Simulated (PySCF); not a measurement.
Nitrogen: a sound run and one with changed settings

Sound run: N⁺ [He] 2s2 2p2, N²⁺ [He] 2s2 2p1. Calculation: PySCF 2.14, in cc-pVDZ (3s2p1d, 14 functions); the non-relativistic Hamiltonian (point nucleus). In the sound run the correlated levels freeze 1s2. The sound run starts from symmetry-adapted Hartree-Fock orbitals and uses a fine grid where one is needed.

A second run was set up differently.

| species | method | sound run (hartree) | changed run (hartree) | converged |
| --- | --- | --- | --- | --- |
| N⁺ | UHF | -53.88047 | -53.88047 | no |
| N⁺ | r2SCAN | -54.02487 | -54.02487 | no |
| N⁺ | PBE0 | -53.99268 | -53.99268 | no |
| N²⁺ | UHF | -52.80564 | -52.80564 | yes |
| N²⁺ | r2SCAN | -52.91502 | -52.91502 | no |
| N²⁺ | PBE0 | -52.89072 | -52.89072 | no |
| N²⁺ | MP2 | -52.85142 | -52.81179 | yes |
| N²⁺ | CCSD(T) | -52.88050 | -52.88050 | yes |

(1) What was changed?
A. level shift left on
B. radial grid too coarse
C. angular grid far too coarse
D. a valence shell is frozen

Results:

(1) A. It used initial guess sap, at most 50 SCF cycles, level shift 10.0 hartree. A level shift leaves the converged SCF energy unchanged but raises the virtual orbital energies, which shrinks MP2 if it is not removed.
